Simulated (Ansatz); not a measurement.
Correlation energies of CH6Sn (`[CH3][SnH3]`) by basis set

| atom | x (Å) | y (Å) | z (Å) |
| --- | --- | --- | --- |
| C1 | 0.4033 | -0.7739 | 0.7498 |
| Sn2 | -0.3467 | 0.6652 | -0.6445 |
| H3 | 0.9683 | -0.2719 | 1.5352 |
| H4 | 1.0573 | -1.4809 | 0.2395 |
| H5 | -0.4243 | -1.3199 | 1.2026 |
| H6 | -1.3671 | 1.7804 | 0.1535 |
| H7 | 0.9489 | 1.5187 | -1.3622 |
| H8 | -1.2397 | -0.1177 | -1.8739 |

The species carries charge 0 and has multiplicity 1. Correlated methods include outer-core shells of Sn, which these sets cover unevenly. Sn takes the def2 core potential. The geometry is a stationary point of PBE0-D4/def2-TZVP. Frozen core, restricted reference, Ansatz.

```json
{"basis": "def2-SVP", "HF (Eh)": "-254.64430", "MP2 corr.": "-0.27427", "CCSD corr.": "-0.31489", "(T)": "-0.00809", "CCSD(T) total": "-254.96728"}
{"basis": "def2-TZVPP", "HF (Eh)": "-254.70046", "MP2 corr.": "-0.52842", "CCSD corr.": "-0.55400", "(T)": "-0.01630", "CCSD(T) total": "-255.27076"}
{"basis": "def2-QZVPP", "HF (Eh)": "-254.70447", "MP2 corr.": "-0.75160", "CCSD corr.": "–", "(T)": "–", "CCSD(T) total": "–"}
```
